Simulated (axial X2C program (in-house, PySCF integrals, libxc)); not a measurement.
# Levels of AsP⁻ by electron attachment to AsP (EOM-EA-CCSD)

Computed with an axial X2C code built on PySCF integrals: two-component X2C with atomic mean-field Coulomb and Gaunt terms, Gaussian nuclei, basis As dyall-acv3z, P dyall-av3z with contracted cores.

R = 1.989 Å (near the PBE0 minimum at charge 0 of the determinant lowest at the starting distance; the state shown can have its own minimum elsewhere).

Hartree–Fock spinors of AsP (one of each Kramers pair; a window near the gap, which can cut inner shells):

```
  ω  occupied  ε (eV)                    character
1/2       yes  -24.24   37% As s, 35% P s, 10% P p
1/2       yes  -16.79  29% P s, 28% As s, 17% As p
1/2       yes  -10.69   42% P p, 39% As p, 7% As s
1/2       yes   -9.71    44% As p, 43% P p, 5% P d
3/2       yes   -9.63   47% P p, 40% As p, 5% As d
1/2        no    0.23  30% As p, 29% P p, 20% As d
3/2        no    0.29  33% As p, 26% P p, 19% As d
1/2        no    1.05   60% As p, 35% P p, 2% As d
1/2        no    1.51  49% As s, 24% P s, 12% As p
1/2        no    1.60            67% As p, 31% P p
3/2        no    1.62            64% As p, 33% P p
```

Levels of AsP⁻ obtained by attaching an electron to AsP:

```tsv
Ω	binding energy (eV)	above lowest (cm⁻¹)	attached spinor	one-particle weight
1/2	0.389	0	30% P pπ, 30% As pπ, 18% As dπ	0.94
3/2	0.317	583	33% As pπ, 27% P pπ, 18% As dπ	0.94
1/2	-0.854	10032	58% As pσ, 36% P pσ	0.99
1/2	-1.190	12735	55% As sσ, 29% P sσ, 6% As pσ	0.98
1/2	-1.417	14572	66% As pπ, 32% P pπ	0.99
3/2	-1.427	14650	64% As pπ, 33% P pπ	0.99
1/2	-1.813	17764	51% P pσ, 28% As pσ, 9% As dσ	0.99
```

Negative binding energies belong to unbound states, resonances or levels that the basis set holds; within some tenths of an eV of zero the sign is not settled.

This point took 11 s on 1 thread of Arm Neoverse V1, on a shared host.

Reference electrons by ω block (each with its −ω partner): 1/2: 17, 3/2: 6, 5/2: 1. 10 electrons of AsP correlated (inner shells frozen), 92 natural virtual spinors (a truncated set); levels can be off by some tenths of an eV. Roots sought by Ω: (1/2: 5, 3/2: 4, 5/2: 2, 7/2: 1); rows need 60 % one-particle weight and stop where some Ω has no more roots. Missing are any skipped roots, higher Ω and states of a further excitation; these come out far too high here and may in truth be low or lowest. T1 of the reference 0.017 (Lee–Taylor). Number of frozen shells: As 3 s, 2 p, 1 d; P 2 s, 1 p.
